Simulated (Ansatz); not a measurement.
CH4BBrO2 (`COB(O)Br`), relaxed with RKS PBE0-D4/def2-TZVP in the Gaussian-basis code of Ansatz from a GFN2-xTB geometry. The force threshold is 0.005 eV/Å; the program also tests the step.

Total charge 0; spin multiplicity 1.

Start:

```xyz
9

C     0.432   -0.463   -1.247
O    -0.359   -0.392   -0.081
B    -0.235    0.443    0.952
O    -1.071    0.383    1.998
Br    1.111    1.782    1.052
H    -0.231   -0.382   -2.110
H     0.936   -1.431   -1.263
H     1.176    0.338   -1.280
H    -1.760   -0.279    1.979
```

Q: How much energy does the relaxation release, and in how many steps? (An estimate is asked.)

A: Computed: 0.87 kcal/mol, in 7 steps, 1 of them rejected.

Q: Which bonds change most? (Best estimate.)

A: Computed: B3–Br5 from 1.901 to 1.937 Å; B3–O4 from 1.340 to 1.351 Å; O2–B3 from 1.335 to 1.346 Å; O4–H9 from 0.957 to 0.963 Å.

Q: Give the relaxed structure. (Estimate.)

A: The calculation gave: 
```xyz
9

C     0.421   -0.463   -1.234
O    -0.380   -0.401   -0.072
B    -0.238    0.448    0.962
O    -1.077    0.390    2.019
Br    1.146    1.802    1.033
H    -0.229   -0.383   -2.106
H     0.932   -1.428   -1.258
H     1.160    0.339   -1.254
H    -1.735   -0.305    1.911
```
